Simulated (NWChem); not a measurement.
## Si3NH8F (SMILES F[SiH2]N([SiH3])[SiH3]): name the method

Si3NH8F: 13 atoms, total charge 0, spin state singlet. SMILES: `F[SiH2]N([SiH3])[SiH3]`. The shape is that of a PBE0-D4/def2-TZVP optimisation. This is one conformer, not always the lowest.

```xyz
13

F     1.1610    2.2287    1.0602
Si    1.1293    1.2896   -0.2334
N     0.0121    0.0053   -0.0397
Si    0.5845   -1.5927    0.3607
Si   -1.7053    0.2716   -0.1723
H     0.7486    2.1606   -1.3659
H     2.4826    0.7052   -0.3856
H     1.2094   -2.2563   -0.8127
H     1.5821   -1.5293    1.4585
H    -0.5938   -2.3887    0.7941
H    -2.3842    0.0504    1.1299
H    -1.9090    1.6769   -0.6075
H    -2.2968   -0.6561   -1.1716
```

A calculation with NWChem 7.3.0 gave:

| Quantity | Value |
| --- | --- |
| total energy | -1028.0032 Eh |
| dipole moment | 1.30 D |
| HOMO energy | -7.65 eV |
| LUMO energy | -0.05 eV |
| HOMO–LUMO gap | 7.60 eV |
| largest force | 0.662 eV/Å |

Which of these levels gave the numbers?
A. HF/STO-3G
B. B3LYP/6-31G* (spherical functions)
C. B3LYP/6-31G* (Cartesian functions)
D. HF/3-21G

C. The others give -1027.9957 Eh (B3LYP/6-31G* (spherical functions)), -1013.3224 Eh (HF/STO-3G), -1020.0070 Eh (HF/3-21G).
